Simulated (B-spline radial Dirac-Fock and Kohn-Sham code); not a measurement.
# Elastic scattering of 3 keV electrons by neutral palladium

The computed values come from a radial B-spline solver: relativistic (Dirac) partial waves in the static field of the Dirac-Fock atom with Furness-McCarthy exchange, without polarisation or absorption potentials.

```csv
θ (°),dσ/dΩ (a₀²/sr),Sherman function
0,98.3,0.000
1,93.6,0.000
2,81.5,0.000
3,66.0,0.000
5,37.9,0.000
7,20.1,0.000
10,7.95,0.000
15,2.35,0.001
20,1.07,0.000
25,0.577,-0.003
30,0.338,-0.005
40,0.146,-0.006
50,0.0814,0.005
60,0.0518,0.026
70,0.0359,0.044
80,0.0266,0.043
90,0.0213,0.016
100,0.0191,-0.028
110,0.0194,-0.066
120,0.0218,-0.081
130,0.0256,-0.076
140,0.0302,-0.062
150,0.0349,-0.045
160,0.0388,-0.029
170,0.0414,-0.014
180,0.0424,0.000
```

Question: What integrated cross sections go with this distribution?

Answer: The total elastic cross section is 4.28 a₀², the first transport cross section 0.453 a₀² and the second, weighted with (3/2) sin²θ, 0.638 a₀². The mean deflection is ⟨1 − cos θ⟩ = 0.106, and 3.7 % of the collisions scatter beyond 90°.

On this grid of angles the cross section has a minimum near 100°.
